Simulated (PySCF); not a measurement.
A structure optimised at PBE-D3(BJ)/def2-SVP, used in a PySCF frequency run:

```
N
H 1 1.0226
B 1 1.4139 2 120.11
O 3 1.3778 1 123.55 2 0.00
C 4 1.4100 3 121.28 1 0.00
H 5 1.1086 4 108.79 3 180.00
H 5 1.1156 6 107.81 4 121.86
H 5 1.1156 6 107.81 7 116.29
C 1 1.4485 2 114.15 3 180.00
H 9 1.1070 1 109.25 2 180.00
H 9 1.1132 10 107.53 1 122.31
H 9 1.1132 10 107.53 11 115.38
H 3 1.2180 4 116.65 5 180.00
```
Charge 0, spin multiplicity 1.

**Question.** Write its SMILES, formula and point group.

**Answer.** CNBOC, C2H8BNO, Cs

**Question.** What are its rotational constants (standard atomic weights)?

**Answer.** 15.157, 2.5758, 2.2661 GHz
